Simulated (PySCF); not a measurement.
# A thermochemical cycle for KSn

r²SCAN in PySCF with def2-SVPD on every atom (core potentials on Sn), for the lowest determinant that a PBE0 search found; no spin–orbit coupling. KSn, a quartet (σ ↑, π ↑↑), has De = 1.50 eV to neutral atoms, and KSn⁺, a triplet (σ ↑, π ↑), has De = 0.34 eV to K⁺ + Sn.

The adiabatic ionisation energy of KSn, between the minima, is 5.39 eV.

Q: Which ionisation energy of the K atom does this level give?

A: IE(K) = IE(molecule) + De(ion) − De(neutral) = 5.39 + 0.34 − 1.50 = 4.23 eV; the measured value is 4.341 eV (NIST ASD).

Weak bonds: KSn⁺. Basis-set superposition, not corrected here, can be much of De in a small basis, most of all at correlated wavefunction levels. These are scalar-relativistic numbers at best; spin–orbit coupling would shift them, the dissociation energy most. For an ion De counts to the pair picked by the measured ionisation energies or electron affinities, which need not be the lowest pair at this level. States were picked by a PBE0 search and need not be the measured ground states.
